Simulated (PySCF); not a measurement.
# One molecule, a ladder of functionals, a line

Molecule: `N([SiH2]C(=C)F)C`, C3H8FNSi.

Numbering as in the mapped SMILES `[CH2:1]=[C:2]([F:3])[SiH2:4][NH:5][CH3:6]` (H(Xn): hydrogen on atom n). Ha(C1) is cis to F3; Hb(C1) is trans to F3.

GIAO shieldings (ppm, equivalent atoms averaged) in PySCF 2.14 on the PBE0-D3(BJ)/def2-SVP geometry, basis pcSseg-1, gas phase, non-relativistic:

```tsv
functional	exact exchange (%)	σ(F3)	σ(Si4)	σ(N5)
BLYP	0	247.3	373.1	246.6
BP86	0	247.2	379.7	252.8
PBE	0	244.5	380.2	252.8
B3LYP	20	270.6	384.1	253.8
mPW1PW91	25	274.9	393.0	259.4
BHandHLYP	50	300.4	401.7	261.6
HF	100	339.2	434.5	271.5
```

Task: Fit each shielding as a line in the percentage of exact exchange.

Result: σ(F3) = 248.6 + 0.94 x (rms 3.2 ppm); σ(Si4) = 376.7 + 0.56 x (rms 3.1 ppm); σ(N5) = 251.1 + 0.21 x (rms 2.3 ppm). The functionals also differ in their semilocal parts, which the line can't hold; Hartree–Fock has no correlation at all.

Task: What does the line predict for PBE0 (25 %), and what does the run give?

Result: σ(F3): 272.1 predicted, 273.4 computed; σ(Si4): 390.7 predicted, 394.0 computed; σ(N5): 256.4 predicted, 260.5 computed ppm.
